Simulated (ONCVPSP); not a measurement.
**gallium (Ga), ONCV: configuration errors across variants**

ONCVPSP 4.0.1 input, shortened (lines: element, Z, core and valence counts, functional; n l f; lmax; l rc ep ncon nbas qcut; lloc lpopt rc5 dvloc0; l nproj debl; icmod fcfact rcfact), PBE, scalar-relativistic:

```
  Ga 31.00    5    3        4      upf
    1    0    2.00
    2    0    2.00
    2    1    6.00
    3    0    2.00
    3    1    6.00
    3    2   10.00
    4    0    2.00
    4    1    1.00
    2
    0    2.10    0.00    4    7    3.70
    1    1.75    0.00    4    7    4.90
    2    0.80    0.00    4    9   15.80
    2    5    0.80    0.00
    0    2    2.30
    1    1    1.10
    2    0    2.60
    1    0.70    0.00
```

All-electron excitation energies from the reference (eV): (1) 3d10 4s2 4p0 5.688; (2) 3d10 4s1 4p0 26.817; (3) 3d9 4s2 4p2 20.315.

A true bound ghost makes a file unfit for plane-wave use even where its test errors are small: the radial tests pick states by their node count and pass the ghost by.

Errors AE − PS in meV (a dash: test not solved or not reliable):

```csv
change,(1),(2),(3),bound ghosts,GHOST(+) flags above zero
base,-1.8,-20,-348,"s, p",s
d: nbas 8,-1.8,-20,-348,"s, p",s
s: rc 1.56,-1.7,-20,-367,"s, p",s
"core correction polynomial model core, fcfact 1.16",-1.8,-20,-351,"s, p",s
s: qcut 4.6; p: qcut 6.1; d: qcut 19.7,-1.5,-21,-356,"s, p",s
core correction none,-0.5,+7.5,-294,"s, p",s
```

Problem. Give the same row for: d: ncon 3, nbas 8.

Solution. -1.8, -20, -356; bound ghosts: s, p; GHOST(+) flags above zero: s.
